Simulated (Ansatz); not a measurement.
The same ligand exchange along the group Ti, Zr, Hf.

Computed with Ansatz on PBE0-D4/def2-TZVP structures; ΔE is electronic, products minus reactants. CCSD(T)/CBS adds triple-zeta CCSD(T) − MP2 to the extrapolated MP2 energy (def2 sets, frozen cores). This one scheme is used for every species. DFT in def2-TZVPP. def2 core potentials past Kr. For Hf, Ti, Zr outer-core shells are correlated without core-valence functions, which leaves a few kJ/mol of doubt a bond. Scalar relativity is left out up to krypton. One conformer a species, not always the lowest.

```csv
reaction,LDA (SPW92) (kJ/mol),CCSD/CBS(def2) (kJ/mol),MP2/CBS(def2) (kJ/mol),PBE0-D4 (kJ/mol),CCSD(T)/CBS(def2) (kJ/mol)
`[NH2][Ti]([Cl])([Cl])[Cl]` + H₂S → `[SH][Ti]([Cl])([Cl])[Cl]` + NH₃,-19,-7,-30,-19,-17
`[NH2][Zr]([Cl])([Cl])[Cl]` + H₂S → `[SH][Zr]([Cl])([Cl])[Cl]` + NH₃,-22,-17,-28,-24,-22
`[NH2][Hf]([Cl])([Cl])[Cl]` + H₂S → `[SH][Hf]([Cl])([Cl])[Cl]` + NH₃,-19,-16,-25,-22,-20
```

Largest T1 diagnostic: 0.026, for `[SH][Ti]([Cl])([Cl])[Cl]`, so its coupled-cluster energy is less sure.
